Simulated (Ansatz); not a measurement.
Calculated with Ansatz (gas phase, PBE0-D4/def2-TZVP geometries, no zero-point term in ΔE). CCSD(T)/CBS adds triple-zeta CCSD(T) − MP2 to the extrapolated MP2 energy (def2 sets, frozen cores). This one scheme is used for every species. DFT in def2-TZVPP. B3LYP here is the variant with VWN-RPA as its local correlation; programs differ in this. One conformer a species, not always the lowest.

Reaction (cleavage of the B–Si bond): `OB([SiH3])Cl` + `O[SiH3]` → `OB(Cl)O[SiH3]` + SiH₄

`OB([SiH3])Cl`:

```xyz
8

O    -0.127    0.441   -1.794
B     0.231    0.577   -0.507
Si   -0.275   -0.794    0.892
Cl    1.176    2.002   -0.017
H     0.173    1.161   -2.362
H    -1.055   -1.919    0.313
H    -1.085   -0.135    1.953
H     0.961   -1.332    1.522
```

`O[SiH3]`:

Cartesian coordinates in Å:
```
O -1.037 0.529 0.535
Si 0.342 0.005 -0.199
H -1.603 -0.126 0.945
H 1.248 -0.682 0.762
H 1.002 1.217 -0.735
H 0.048 -0.943 -1.308
```

`OB(Cl)O[SiH3]`:

```xyz
9

O    -1.341   -1.061    0.304
B    -0.133   -0.855    0.883
Cl    0.354   -1.810    2.297
O     0.711    0.071    0.399
Si    0.583    1.119   -0.881
H    -1.862   -1.745    0.730
H     1.849    1.884   -0.918
H    -0.564    2.036   -0.671
H     0.403    0.361   -2.142
```

SiH₄:

Cartesian coordinates in Å:
```
Si 0.000 0.000 0.000
H 1.458 0.270 0.079
H -0.377 -0.990 1.041
H -0.331 -0.542 -1.342
H -0.750 1.262 0.223
```

(1) Is it downhill or uphill in electronic energy at CCSD(T)/CBS, and by how much? (Best estimate.)

(2) What do these levels give: B3LYP-D4, PBE, MP2/def2-SVP, MP2/def2-TZVPP, HF/def2-QZVPP, HF/CBS(def2)? (Estimate.)

Largest T1 diagnostic among the species: 0.013.

Answers

(1) Ansatz gave: Downhill: ΔE = -144.7 kJ/mol.

(2) The calculation gave: B3LYP-D4 -148.9, PBE -128.9, MP2/def2-SVP -171.8, MP2/def2-TZVPP -151.0, HF/def2-QZVPP -171.8, HF/CBS(def2) -172.0 kJ/mol.

From PBE to PBE0 (25 % exact exchange), in def2-TZVPP and without D4, ΔE moves by −8.7 kJ/mol. At CCSD(T), def2-SVP lies −22.9 kJ/mol from the extrapolated value and def2-TZVPP −3.5 kJ/mol. Leaving LDA and LC-ωPBE aside and taking each functional with its dispersion term where it has one, the values, not all of them listed here, spread over 28.8 kJ/mol, from BHLYP-D4 to PBE-D4. LDA lies −9.2 kJ/mol from PBE without D4.
